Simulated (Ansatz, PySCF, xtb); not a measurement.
Bond stretch in ClBe (cation, charge +1), lowest triplet found (which spin is the ground state isn't settled by this scan).

Computed with: UHF/cc-pVDZ (Ansatz, a first-principles code); UKS-PBE = unrestricted PBE/cc-pVDZ in Ansatz; UCCSD = CCSD on UHF/cc-pVDZ, frozen core (Ansatz); UKS-B3LYP/3-21G = unrestricted B3LYP/3-21G in PySCF; GFN1-xTB (xtb).

Energies are in kcal/mol, each relative to the lowest point of its own curve between 1.71 and 2.47 Å, where full CI is lowest.

| R / Å | UHF | UKS-PBE | UCCSD | UKS-B3LYP/3-21G | GFN1-xTB |
|---|---|---|---|---|---|
| 1.41 | 119.4 | 116.0 | 118.5 | 129.0 | 113.6 |
| 1.54 | 61.0 | 59.6 | 60.3 | 68.9 | 46.5 |
| 1.63 | 36.6 | 36.2 | 36.0 | 43.3 | 22.8 |
| 1.71 | 22.2 | 22.2 | 21.7 | 27.8 | 10.9 |
| 1.81 | 10.8 | 11.1 | 10.4 | 15.1 | 3.3 |
| 1.89 | 5.4 | 5.7 | 5.0 | 8.7 | 0.7 |
| 1.93 | 3.5 | 3.8 | 3.2 | 6.4 | 0.1 |
| 2.01 | 1.2 | 1.4 | 1.0 | 3.1 | 0.0 |
| 2.04 | 0.7 | 0.8 | 0.5 | 2.2 | 0.2 |
| 2.12 | 0.0 | 0.0 | 0.0 | 0.7 | 1.2 |
| 2.22 | 0.2 | 0.0 | 0.5 | 0.0 | 3.0 |
| 2.37 | 1.7 | 1.5 | 2.5 | 0.4 | 6.4 |
| 2.47 | 3.1 | 3.0 | 4.3 | 1.2 | 8.9 |
| 2.70 | 6.4 | 7.0 | 8.8 | 3.8 | 14.2 |
| 2.91 | 9.1 | 10.7 | 12.5 | 6.5 | 18.2 |
| 3.19 | 11.7 | 15.1 | 16.4 | 10.0 | 22.0 |
| 3.47 | 13.5 | 18.6 | 19.1 | 13.0 | 24.5 |
| 3.88 | 15.2 | 22.0 | 21.6 | 16.4 | 26.4 |
| 4.32 | 16.3 | 24.0 | 23.1 | 18.7 | 27.2 |
| 4.96 | 17.3 | 25.0 | 24.2 | 20.3 | 27.0 |
| 5.77 | 17.8 | 24.8 | 24.9 | 20.7 | — |
| 6.70 | 18.1 | 24.0 | 25.1 | 20.4 | — |

At the longest distance, 6.70 Å, UCCSD lies highest above its minimum (25.1 kcal/mol) and UHF lowest (18.1 kcal/mol).

Dashes: no converged value, or the column stops at the first point that the program doubted or that broke a chosen test of continuity, which isn't proof of a fault.
